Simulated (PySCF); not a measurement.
The second ionisation energy along group 15

All values are computed (PySCF 2.14, energy differences of UHF-based or UKS calculations, no spin-orbit coupling). Values in eV. The last column holds reference values (NIST; (s) semi-empirical, (t) theoretical, else measured). Unmarked ones compare directly (S terms, centres of terms, or small fine structure); those marked * lie between the lowest fine-structure levels and include a spin-orbit shift.

| element | configurations | UHF | MP2 (valence) | SCS-MP2 (valence) | MP2 (valence and next inner shell) | SCS-MP2 (valence and next inner shell) | r2SCAN | reference |
| --- | --- | --- | --- | --- | --- | --- | --- | --- |
| N (x2c-QZVPPall, spin-free X2C) | [He] 2s2 2p2 → [He] 2s2 2p1 | 29.203 | 29.660 | 29.519 | 29.690 | 29.541 | 30.133 | 29.601 (s) * |
| P (x2c-QZVPPall, spin-free X2C) | [Ne] 3s2 3p2 → [Ne] 3s2 3p1 | 19.156 | 19.643 | 19.552 | 19.653 | 19.560 | 19.937 | 19.769 (s) * |
| As (x2c-QZVPPall, spin-free X2C) | [Ar] 3d10 4s2 4p2 → [Ar] 3d10 4s2 4p1 | 17.979 | 18.385 | 18.310 | 18.540 | 18.417 | 18.724 | 18.589 * |
| Sb (x2c-QZVPPall, spin-free X2C) | [Kr] 4d10 5s2 5p2 → [Kr] 4d10 5s2 5p1 | 16.002 | 16.347 | 16.285 | 16.539 | 16.417 | 16.649 | 16.626 ± 0.025 * |
| Bi (x2c-QZVPPall, spin-free X2C) | [Xe] 4f14 5d10 6s2 6p2 → [Xe] 4f14 5d10 6s2 6p1 | 15.328 | 15.628 | 15.570 | 15.866 | 15.726 | 15.927 | 16.703 * |

For Bi a determinant mixes LS terms or the coupling is close to jj, so these rows are model values.

"Valence" correlates the outer s and p shells and, in groups 3 to 12 and the f block, the outer d or f shell, open or full, or the next shell where the ion has no valence electron left; the wider scheme adds the next inner shell.
